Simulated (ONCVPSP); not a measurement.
zinc, ONCV: configuration errors across variants

| Quantity | Value |
| --- | --- |
| Element | Zn (Z = 30) |
| Generator | ONCVPSP 4.0.1 |
| Type | optimised norm-conserving Vanderbilt (ONCV) |
| Functional | PBE |
| Relativity | scalar-relativistic |
| Frozen core | [Ne] |
| Valence charge | 20 |
| Reference configuration | 3s2 3p6 3d10 4s2 |
| Partial waves | 3s+4s: rc 0.90 bohr, ncon 5, nbas 9, qcut 10.6 1/bohr, 2 projectors; 3p: rc 1.15 bohr, ncon 3, nbas 8, qcut 12.2 1/bohr, 2 projectors, debl 0.7 Ha; 3d: rc 0.90 bohr, ncon 5, nbas 10, qcut 18.9 1/bohr, local |
| Local potential | the d channel |
| Core correction | none |

In the p channel the program set the typed energies aside and used -3.065, 0.250 Ha.

All-electron excitation energies from the reference (eV): (1) 3s2 3p6 3d10 4s1 9.889; (2) 3s2 3p6 3d10 4s0 28.331; (3) 3s2 3p6 3d9 4s0 68.865; (4) 3s2 3p6 3d10 4s0 4p1 16.213.

2 further variants failed, have other tests or too few solved ones, and are left out.

A true bound ghost makes a file unfit for plane-wave use even where its test errors are small: the radial tests pick states by their node count and pass the ghost by.

Errors AE − PS in meV (a dash: test not solved or not reliable):

```csv
change,(1),(2),(3),(4),bound ghosts,GHOST(+) flags above zero
base,-0.3,-0.2,-14,0.0,none,s
"d: nproj 1; local potential polynomial inside 0.65 bohr (lpopt 4, dvloc0 -1 Ha)",-0.3,-0.1,-8.5,-0.1,none,none
p: qcut 12.5,-0.3,-0.1,-14,+0.1,none,"s, p"
```

Task: Give the same row for: s: qcut 8.4; p: qcut 9.7; d: qcut 15.

Result: -0.2, +0.8, -20, +0.6; bound ghosts: s; GHOST(+) flags above zero: none.
